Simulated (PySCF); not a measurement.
**Exercise with solution: entropy of an ideal gas**

Si(F)2(Me)(SH) (CH4F2SSi), SMILES C[Si](S)(F)F.

Geometry: PBE-D3(BJ)/def2-SVP. One conformer was computed; it need not be the lowest.

PBE-D3(BJ)/def2-SVP in PySCF 2.14.0 gives the harmonic wavenumbers 109, 136, 176, 192, 229, 278, 310, 492, 673, 731, 758, 778, 872, 941, 1229, 1374, 1377, 2614, 2985, 3086, 3096 cm⁻¹ and the rotational temperatures 0.1716, 0.1071, 0.1040 K. The molar mass is 114.18 g/mol, the symmetry number 1, the spin multiplicity 1.

Work out the entropy at 298.15 K and 1 atm in the rigid-rotor, harmonic-oscillator model.


Translation (Sackur–Tetrode at 1 atm): S = R[1.5 ln M + 2.5 ln T − 1.16487] = 167.8 J/(mol K).
Rotation: q = (√π/σ) T^1.5/√(θA θB θC) = 209000, S = R[ln q + 3/2] = 114.3 J/(mol K).
Vibration: with u = 1.4388 ν/T, each mode gives R[u/(e^u − 1) − ln(1 − e^−u)]:
| ν (cm⁻¹) | modes | u | S (J/(mol K)) |
|---|---|---|---|
| 109 | 1 | 0.53 | 13.75 |
| 136 | 1 | 0.66 | 11.96 |
| 176 | 1 | 0.85 | 9.92 |
| 192 | 1 | 0.93 | 9.24 |
| 229 | 1 | 1.11 | 7.89 |
| 278 | 1 | 1.34 | 6.47 |
| 310 | 1 | 1.50 | 5.70 |
| 492 | 1 | 2.37 | 2.84 |
| 673 | 1 | 3.25 | 1.42 |
| 731 | 1 | 3.53 | 1.14 |
| 758 | 1 | 3.66 | 1.02 |
| 778 | 1 | 3.75 | 0.95 |
| 872 | 1 | 4.21 | 0.65 |
| 941 | 1 | 4.54 | 0.50 |
| 1229 | 1 | 5.93 | 0.15 |
| 1374 | 1 | 6.63 | 0.08 |
| 1377 | 1 | 6.64 | 0.08 |
The stiffer modes add less than 0.005 each. Sum 73.8 J/(mol K).
Spin: R ln 1 = 0.0 J/(mol K).
Total 355.9 J/(mol K); the program's own thermochemistry gives 355.9. Translation makes up 47 % and vibration 21 %. Anharmonicity, hindered rotation and orbital degeneracy are left out.
